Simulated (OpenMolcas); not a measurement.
Computed levels of 5s2 5p2 in ions with 50 electrons, in cm-1 above 3P0.

- Program: OpenMolcas
- Method: CASSCF
- Basis: ANO-R2
- Scalar Hamiltonian: X2C, finite nucleus
- Spin-orbit coupling: RASSI with atomic mean-field integrals over the reference wave functions, term energies averaged over their components

Active space for each ion: 2 electrons in 3 orbitals (5p).

```csv
Level,Sn,Sb+,Te2+,Xe4+
3P1,1369,2427,3802,7590
3P2,3089,5086,7438,13110
1D2,10356,14170,18332,28156
1S0,21803,28299,34746,48059
```

Task: Estimate 3P2, 1D2, 1S0 for I3+ from its neighbours Te2+ and Xe4+.

Result: 3P2 is fine structure, which grows about as the fourth power of a screened charge, so the fourth roots are averaged: ((7438^0.25 + 13110^0.25) / 2)^4 = 9974. The calculation gives 10094, so the estimate is off by -1.2 %.
1D2 is another term, which grows about linearly with the charge: (18332 + 28156) / 2 = 23244. The calculation gives 22911, so the estimate is off by +1.5 %.
1S0 is another term, which grows about linearly with the charge: (34746 + 48059) / 2 = 41402. The calculation gives 41194, so the estimate is off by +0.5 %.

With the s shell closed, the reference lacks s² → p² mixing. Only configurations of the active space appear.
